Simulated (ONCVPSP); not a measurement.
# Potentials for boron compared

Generated with ld1.x 7.5 (TM, RRKJ, ultrasoft, PAW), atompaw 4.2 or ONCVPSP 4.0.1. The cutoff is in Ry: for ld1.x and atompaw files where the sum of valence levels is converged to 10 mRy in a Bessel basis, for ONCV files where the hardest occupied wave has 1 mHa per electron of residual kinetic energy. The error is the largest all-electron minus pseudo excitation energy over each file’s own four to seven test configurations (ionisations up to +4, promotions, holes and added fractions of an electron), all of which were solved. The labels leave out finer settings (local radius, basis sizes, second energies), which also bear on the numbers. Spin-polarised tests are not counted. The rows are a selection from randomly drawn settings: files with unsolved tests, undetermined cutoffs or missed reference levels are left out.

A true bound ghost makes a file unfit for plane-wave use even where its test errors are small: the radial tests pick states by their node count and pass the ghost by.

```csv
potential,cutoff (Ry),largest error (meV),bound ghosts
"ONCV, LDA (Perdew-Wang 92), scalar-relativistic, rc 1.55/1.25/1.45 (spd), local smoothed, core correction no, reference 2s2, qcut 3.6/6.4/7.8, projectors 2/2/2",34,+51,none
"ONCV, PBE, scalar-relativistic, rc 1.40/3.40/3.35 (spd), local smoothed, core correction no, reference 2s2 2p1, qcut 3.9/4.5/3.3, projectors 2/1/2",32,+370,none
"ONCV, PBE, scalar-relativistic, rc 1.15/3.25 (sp), local s, core correction no, reference 2s2 2p1, qcut 5.5/4.5, projectors 0/2",27,+340,none
"ONCV, BLYP, scalar-relativistic, rc 1.10/2.65/2.70 (spd), local s, core correction yes, reference 2s1.5 2p1.5, qcut 6.3/4.8/3, projectors 0/2/2",24,+244,none
```

Question: Fill in the row for B: ONCV, PBEsol, scalar-relativistic, rc 1.15/1.15/1.15 (spd), local smoothed, core correction yes, reference 2s1, qcut 6.5/8.6/7.6, projectors 2/2/3.

Answer: cutoff 27 Ry, largest error -53 meV, bound ghosts: d.

Question: Fill in the row for B: ONCV, PBEsol, scalar-relativistic, rc 1.35/1.35/1.30 (spd), local smoothed, core correction yes, reference 2s1, qcut 4.2/7.3/8.1, projectors 2/2/3.

Answer: cutoff 53 Ry, largest error +108 meV, bound ghosts: none.

Question: Fill in the row for B: ONCV, PBE, non-relativistic, rc 1.00/2.55/2.00 (spd), local smoothed, core correction yes, reference 2s1.5 2p1.5, qcut 5.4/6.1/4.8, projectors 2/2/2.

Answer: cutoff 23 Ry, largest error +187 meV, bound ghosts: d.
